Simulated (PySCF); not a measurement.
Isomers of C7H12NP. Level of theory: PBE0-D3(BJ)/def2-SVP geometry optimisation, gas phase in PySCF 2.14.0. Energies are electronic, without zero-point or thermal terms, for one conformer each. No frequencies were run at this level. Point groups hold within 0.08 Å.

**Question.** Rank from lowest to highest electronic energy at this level (kcal/mol).
A. `[CH3:1][c:2]1[cH:3][n:4]([CH:5]([CH3:6])[CH3:7])[cH:8][p:9]1` with C3–N4–C5–C6 -64°
B. `[CH3:1][c:2]1[cH:3][c:4]([CH3:5])[p:6]([NH2:7])[c:8]1[CH3:9]` with C4–P6–N7–H 109° and -34°

**Answer.** A (0.0), B (8.9).

As drawn, the higher has an N–H bond, which the lower lacks.

| SMILES | E (Eh) | E rel (kcal/mol) | dipole (D) | point group | A, B, C (MHz) |
| --- | --- | --- | --- | --- | --- |
| Cc1cn(C(C)C)cp1 | -669.23289 | 0.0 | 3.93 | Cs | 2514, 889.6, 770.2 |
| Cc1cc(C)p(N)c1C | -669.21865 | 8.9 | 1.44 | C1 | 1841, 1294, 819.8 |

**Question.** How do the relative energies change in single points at PBE0/pcSseg-1 (no added dispersion term) on the same geometries?

**Answer.** 
```
         SMILES  PBE0-D3(BJ)/def2-SVP (kcal/mol)  PBE0/pcSseg-1 (kcal/mol)  shift
Cc1cn(C(C)C)cp1                              0.0                       0.0    0.0
Cc1cc(C)p(N)c1C                              8.9                       8.0   -0.9
```

Each column counts from its own lowest isomer. The order is unchanged; the largest shift is 0.9 kcal/mol.
